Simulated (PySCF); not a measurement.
# A small calculation by hand: entropy of an ideal gas

Cu2, SMILES [Cu][Cu], multiplicity 1.

The structure is a stationary point at B3LYP-D3(BJ)/def2-TZVP. The spin state was assumed, not searched.

B3LYP-D3(BJ)/def2-TZVP in PySCF 2.14.0 gives the harmonic wavenumbers 242 cm⁻¹ and the rotational temperature 0.1454 K. The molar mass is 127.09 g/mol, the symmetry number 2, the spin multiplicity 1.

**Question.** Work out the entropy at 298.15 K and 1 atm in the rigid-rotor, harmonic-oscillator model.

**Answer.** 
Translation (Sackur–Tetrode at 1 atm): S = R[1.5 ln M + 2.5 ln T − 1.16487] = 169.2 J/(mol K).
Rotation: q = T/(σ θ) = 1030, S = R[ln q + 1] = 66.0 J/(mol K).
Vibration: with u = 1.4388 ν/T, each mode gives R[u/(e^u − 1) − ln(1 − e^−u)]:
| ν (cm⁻¹) | modes | u | S (J/(mol K)) |
|---|---|---|---|
| 242 | 1 | 1.17 | 7.48 |
These are all the modes. Sum 7.5 J/(mol K).
Spin: R ln 1 = 0.0 J/(mol K).
Total 242.6 J/(mol K); the program's own thermochemistry gives 242.6. Translation makes up 70 % and vibration 3 %. Anharmonicity, hindered rotation and orbital degeneracy are left out.
